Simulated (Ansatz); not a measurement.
A structure relaxed at PBE0-D4/def2-TZVP in Ansatz, charge 0, singlet:

```xyz
3

Cu   -0.5029    1.2103    0.5976
Cu    0.4360   -0.2754   -1.3450
Se    0.0669   -0.9350    0.7474
```

(1) Give its formula and point group.

(2) Summarise the bond lengths by kind (pairs closer than 1.2 times the sum of covalent radii, bridged metal pairs left out).

## Answers

(1) Cu2Se. Point group C2v (tolerance 0.1 Å).

(2) 2 × Cu–Se 2.22 Å.

The structure comes from a short search, and lower isomers may exist.
